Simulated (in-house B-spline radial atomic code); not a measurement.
Results of a calculation; reference values are marked as such.
## Cd in an electron gas of r_s = 3.6: phase shifts, screening and friction

A nucleus sits in a uniform electron gas with a rigid positive background. The Kohn-Sham equations are solved self-consistently in the spin-unpolarised LDA (PW92), non-relativistic, on B-splines with outgoing waves at the boundary and partial waves to l = 8. The model has no lattice, no bands and no magnetic solution. Atomic units; δ_l are the phase shifts at the Fermi level, counted so that each bound state adds π, and good to about 0.0005.

The density parameter is r_s = 3.6 bohr.

| l | δ_l (rad) |
| --- | --- |
| 0 | 13.5125 |
| 1 | 10.1587 |
| 2 | 6.2782 |
| 3 | 0.0020 |
| 4 | 0.0006 |
| 5 | -0.0001 |
| 6 | 0.0000 |
| 7 | -0.0001 |
| 8 | 0.0000 |

Bound levels below the band bottom (hartree): d -14.46, s -3.375, p -2.174, d -0.2494, s -0.02518 and deeper ones.

Question: Check the Friedel sum rule, and say where the screening charge sits.

Answer: k_F = (9π/4)^(1/3)/r_s = 0.53310. The rule is Z = (2/π) Σ (2l + 1) δ_l. The terms are s 8.602, p 19.402, d 19.984, f 0.009 and 0.002 beyond, in all 47.999 against Z = 48. Bound states hold 10 s, 18 p, 20 d electrons, so the scattering states carry 0.00 in all; where a term is smaller than its bound count, the bound level has drawn weight out of the band.

Question: Find the transport cross section and the electronic stopping of a 10 keV Cd ion (mass 112.41 u).

Answer: σ_tr = (4π/k_F²) Σ (l + 1) sin²(δ_l − δ_(l+1)). The terms for l = 0 to 3 are 0.0444, 0.9072, 0.0001, 0.0000, all together 0.9517, so σ_tr = 44.217 × 0.9517 = 42.080 bohr². With n = 3/(4π r_s³) = 0.005117, the friction coefficient is Q = n k_F σ_tr = 0.1148. For v well below v_F = 0.533, dE/dx = Q v; with 24801 eV per u at v = 1, v = √(10000/(24801 × 112.41)) = 0.0599, so dE/dx = 0.00687 hartree/bohr = 3.54 eV/nm. The largest term couples the p and d waves.
